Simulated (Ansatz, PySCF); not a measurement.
The pair A = N2 (SMILES N#N) (first 2 atoms), B = CH3F (SMILES CF); geometry from B3LYP-D3(BJ)/def2-TZVP.
(charge 0, multiplicity 1):
```xyz
7

N     -0.4320     0.0213    -0.0446
N      0.4995     0.0534    -0.6109
C     -0.3888    -0.5735     3.4298
F      0.8284    -0.5472     2.7574
H     -1.1885    -0.3894     2.7120
H     -0.5134    -1.5545     3.8900
H     -0.3827     0.2032     4.1955
```

Rows in 6-31G* carry no dispersion term and start afresh at each structure (6-31G* with six Cartesian d functions). MP2/6-31G* freezes PySCF's default core.

Codes used: Ansatz (Gaussian orbitals); PySCF for 6-31G* rows. Values without a source in brackets are computed.

Total energies (hartree), monomers frozen at their geometry in the pair:

```
structure              PBE/def2-TZVPPD  B3LYP/def2-TZVPPD    MP2/6-31G*
---------------------  ---------------  -----------------  ------------
AB                        -249.1027801       -249.3837542  -248.5892733
A in the pair's basis     -109.4523693       -109.5738580  -109.2517452
B in the pair's basis     -139.6497194       -139.8099073  -139.3368468
A                         -109.4523022       -109.5738003  -109.2512493
B                         -139.6496947       -139.8098819  -139.3358243
```

Question: Work out the interaction energy without and with the counterpoise correction, and the superposition error, for each level.

Answer: 
E(AB) − E(A) − E(B), times 627.509 kcal/mol, with the monomers in their own basis and then in the pair's basis:
- PBE/def2-TZVPPD: -0.49 uncorrected, -0.43 corrected; the monomers gain 0.06 kcal/mol from borrowed functions
- B3LYP/def2-TZVPPD: -0.05 uncorrected, 0.01 corrected; the monomers gain 0.05 kcal/mol from borrowed functions
- MP2/6-31G*: -1.38 uncorrected, -0.43 corrected; the monomers gain 0.95 kcal/mol from borrowed functions

Ansatz is a quantum-chemistry and plane-wave program.
